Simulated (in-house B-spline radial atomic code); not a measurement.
# OLYP excitations of Lu³⁺

Method: OLYP. Computed with a B-spline radial code for spherical atoms: linear response of the closed shell [Xe] 4f14 with the functional's adiabatic kernel; scalar-relativistic (spin-free one-electron X2C), finite nucleus, no spin-orbit coupling, no double excitations, S, P, D and F terms only; shells from n = 3 respond. Only terms of natural parity with L up to 3 were computed.

Spin-orbit coupling is strong here, so these LS terms don't match observed levels.

Command:
```bash
python run_td.py task.json out
```
Settings (radii: box in bohr, nucleus in fm):
```
Z                        71
electrons                68
configuration            [Xe] 4f14
hamiltonian              x2c
method                   optx,lyp
box_radius               23.08
rms_radius               5.37
intervals                71
```

Run time, properties included: 6.9 s on 1 thread of Arm Neoverse N1 (shared host).

The lowest states, in the order of their Tamm-Dancoff energies; the method's threshold (minus the highest occupied level) is 36.65 eV. Labels give the largest channel, * marks a mixed state, and oscillator strengths are full-response dipole values. Semilocal kernels can invert the small singlet-triplet splittings of Rydberg terms. Energies in eV:

```json
{"state": "4f → 5d 3P", "full response": "10.867", "Tamm-Dancoff": "10.924", "oscillator strength": "-"}
{"state": "4f → 5d 3F", "full response": "11.174", "Tamm-Dancoff": "11.197", "oscillator strength": "-"}
{"state": "4f → 6s 3F", "full response": "11.388", "Tamm-Dancoff": "11.393", "oscillator strength": "-"}
{"state": "4f → 6s 1F", "full response": "11.487", "Tamm-Dancoff": "11.488", "oscillator strength": "-"}
{"state": "4f → 5d 1F", "full response": "11.699", "Tamm-Dancoff": "11.712", "oscillator strength": "-"}
{"state": "4f → 5d 1P", "full response": "12.909", "Tamm-Dancoff": "13.259", "oscillator strength": "0.169"}
{"state": "4f → 6p 3D", "full response": "17.395", "Tamm-Dancoff": "17.401", "oscillator strength": "-"}
{"state": "4f → 6p 1D", "full response": "17.619", "Tamm-Dancoff": "17.630", "oscillator strength": "-"}
{"state": "4f → 6d 3P", "full response": "25.439", "Tamm-Dancoff": "25.450", "oscillator strength": "-"}
{"state": "4f → 7s 3F", "full response": "25.460", "Tamm-Dancoff": "25.461", "oscillator strength": "-"}
{"state": "4f → 7s 1F", "full response": "25.489", "Tamm-Dancoff": "25.490", "oscillator strength": "-"}
{"state": "4f → 6d 3F", "full response": "25.531", "Tamm-Dancoff": "25.536", "oscillator strength": "-"}
{"state": "4f → 6d 1F", "full response": "25.658", "Tamm-Dancoff": "25.661", "oscillator strength": "-"}
{"state": "4f → 6d 1P", "full response": "25.883", "Tamm-Dancoff": "25.934", "oscillator strength": "9.46e-05"}
{"state": "4f → 5f 3S", "full response": "26.981", "Tamm-Dancoff": "26.987", "oscillator strength": "-"}
{"state": "4f → 5f 3D", "full response": "?", "Tamm-Dancoff": "?", "oscillator strength": "-"}
{"state": "4f → 5f 1D", "full response": "27.183", "Tamm-Dancoff": "27.191", "oscillator strength": "-"}
{"state": "4f → 7p 3D", "full response": "?", "Tamm-Dancoff": "?", "oscillator strength": "-"}
{"state": "4f → 7p 1D", "full response": "27.642", "Tamm-Dancoff": "27.645", "oscillator strength": "-"}
{"state": "4f → 5f 1S", "full response": "27.821", "Tamm-Dancoff": "27.967", "oscillator strength": "-"}
```

Q: Where does 4f → 5f 3D lie?

A: At 27.068 eV in full response, 27.069 eV in Tamm-Dancoff.

Q: Where does 4f → 7p 3D lie?

A: At 27.579 eV in full response, 27.581 eV in Tamm-Dancoff.

Q: How large is the singlet-triplet splitting of 4f → 6s (F terms) in Tamm-Dancoff?

A: 0.0953 eV, from the unrounded values.

Q: What polarisabilities and dispersion coefficient does the method give?

A: Dipole 4.464 bohr³, quadrupole 8.337 bohr⁵, C6 21.92 hartree·bohr⁶ for two such species.
